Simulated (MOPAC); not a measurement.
MOPAC input (AM1):

```
AM1 PRECISE GNORM=0.05 LET XYZ UHF MS=0.5 GEO-OK AUX(PRECISION=9) THREADS=1
CH5Ge

Ge    0.20561800 1    0.18195600 1   -0.21402900 1
C    -0.93860200 1   -0.82525700 1    0.96663900 1
H     1.61218000 1    0.35669700 1    0.39971100 1
H     0.35780400 1   -0.55646700 1   -1.55579600 1
H    -0.38811200 1    1.58131300 1   -0.45497300 1
H    -1.53709300 1   -0.34655000 1    1.73158800 1
H    -0.99295400 1   -1.90604000 1    0.92854800 1
```

From the output:

```
                                                       MOPAC v23.2.5 Linux

          FINAL HEAT OF FORMATION =         53.48707 KCAL/MOL =     223.78991 KJ/MOL

          COSMO AREA              =         96.45 SQUARE ANGSTROMS
          COSMO VOLUME            =         82.60 CUBIC ANGSTROMS

          GRADIENT NORM           =          0.04045          =       0.01529 PER ATOM
          IONIZATION POTENTIAL    =          9.737256 EV
          ALPHA SOMO LUMO (EV)    =         -9.737  0.733
          BETA  SOMO LUMO (EV)    =        -11.352  0.670
          NO. OF ALPHA ELECTRONS  =          7
          NO. OF BETA  ELECTRONS  =          6
          MOLECULAR WEIGHT        =         89.6405         POINT GROUP:  Cs

          MOLECULAR DIMENSIONS (Angstroms)

            Atom       Atom       Distance
            H     6    H     4     3.75556
            H     7    H     5     3.57337
            H     6    H     3     2.13546

          SCF CALCULATIONS        =         15

   ATOM   CHEMICAL          X               Y               Z
  NUMBER   SYMBOL      (ANGSTROMS)     (ANGSTROMS)     (ANGSTROMS)

     1      Ge          0.20918069  *   0.18611591  *  -0.21968920  *
     2       C         -0.92470098  *  -0.82000883  *   0.96587984  *
     3       H          1.58468373  *   0.31077205  *   0.47026205  *
     4       H          0.31797708  *  -0.59301936  *  -1.54741580  *
     5       H         -0.43715449  *   1.57116808  *  -0.43296080  *
     6       H         -1.52306499  *  -0.31251902  *   1.71389065  *
     7       H         -0.96883861  *  -1.90086904  *   0.89595799  *

                             CARTESIAN COORDINATES

   1   Ge        0.209180690     0.186115911    -0.219689202
   2    C       -0.924700980    -0.820008830     0.965879844
   3    H        1.584683734     0.310772053     0.470262052
   4    H        0.317977075    -0.593019359    -1.547415801
   5    H       -0.437154489     1.571168084    -0.432960798
   6    H       -1.523064986    -0.312519016     1.713890646
   7    H       -0.968838607    -1.900869039     0.895957993

           Empirical Formula: C H5 Ge  =     7 atoms

      MOLECULAR POINT GROUP   :   Cs

          ALPHA EIGENVALUES
 -27.66862 -14.88021 -14.15170 -11.97096 -11.83315 -11.39838  -9.73726   0.73277
   0.93148   0.94489   2.75042   4.61796   4.87632

           BETA EIGENVALUES
 -25.81944 -14.77497 -13.82077 -11.55411 -11.38391 -11.35170   0.66985   0.94898
   1.30380   1.66087   2.91446   5.27745   5.30113

              NET ATOMIC CHARGES AND DIPOLE CONTRIBUTIONS

  ATOM NO.   TYPE          CHARGE      No. of ELECS.   s-Pop       p-Pop
    1         Ge           0.421643        3.5784     0.89610     2.68226
    2          C          -0.414527        4.4145     1.34589     3.06864
    3          H          -0.068325        1.0683     1.06833
    4          H          -0.071000        1.0710     1.07100
    5          H          -0.071007        1.0710     1.07101
    6          H           0.101609        0.8984     0.89839
    7          H           0.101607        0.8984     0.89839
 DIPOLE           X         Y         Z       TOTAL
 POINT-CHG.     0.569     0.494    -0.573     0.947
 HYBRID        -0.450    -0.399     0.470     0.764
 SUM            0.119     0.094    -0.103     0.183

          ATOMIC ORBITAL ELECTRON POPULATIONS

     Atom    s        px        py        pz
    1 Ge   0.89610   0.89368   0.89929   0.88929
    2  C   1.34589   1.02044   1.02485   1.02335
    3  H   1.06833
    4  H   1.07100
    5  H   1.07101
    6  H   0.89839
    7  H   0.89839

                    (SZ)    =    0.500000
                    (S**2)  =    0.771326

          ATOMIC ORBITAL SPIN POPULATIONS

    Atom   Total    s     px     py     pz
         Atomic
    1 Ge -0.1621 -0.023 -0.054 -0.036 -0.048
    2  C  1.2126  0.070  0.599  0.075  0.469
    3  H  0.0363  0.036
    4  H  0.0155  0.015
    5  H  0.0155  0.015
    6  H -0.0589 -0.059
    7  H -0.0589 -0.059

 **********************
 *                    *
 * JOB ENDED NORMALLY *
 *                    *
 **********************

 == MOPAC DONE ==
```

The geometry given is a B3LYP-D3(BJ)/def2-TZVP minimum.
